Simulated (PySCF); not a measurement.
Structure with atom numbers: `[CH3:1][NH:2][P:3]([CH3:4])[C:5]([CH3:6])=[O:7]`; H(Xn) means a hydrogen on atom n.

- coordinates at the GFN2-xTB level
- σ from GIAO-PBE0/pcSseg-1
- program: PySCF 2.14.0 with density-fitted response routines
- one averaged value for each set of equivalent atoms, relativity neglected, a single conformation, no solvent model

List the cross peaks expected in HSQC, COSY and HMBC spectra.

## Answers



HSQC (one-bond C–H):
| δH | δC |
| --- | --- |
| 2.70 (H(C1)) | 36.7 (C1) |
| 2.33 (H(C6)) | 32.3 (C6) |
| 1.13 (H(C4)) | 22.4 (C4) |

HMBC (two and three bonds, from the bond graph):
| δH | δC |
| --- | --- |
| 2.33 (H(C6)) | 235.8 (C5) |
| 1.13 (H(C4)) | 235.8 (C5) |

No COSY cross peaks are expected.

References, each an isolated molecule treated in the same way: 1H (σref 31.72), 13C (σref 186.93) vs TMS.

Short H···H contacts in this conformer between protons four or more bonds apart (candidates for NOE cross peaks, intensity ∝ r⁻⁶): H(C4)···H(C6) 2.48 Å.

OH/NH shifts are gas-phase values; hydrogen bonding in solution moves them, usually downfield. Shifts are as computed. Against solution values, carbons near 30 ppm lie about +3 ppm off and those near 130 ppm about +5 ppm. Of 1211 compounds with measured shifts, 218 miss one by over three times the rms of a fit or turn the order of signals round; such compounds aren't used in these exercises.
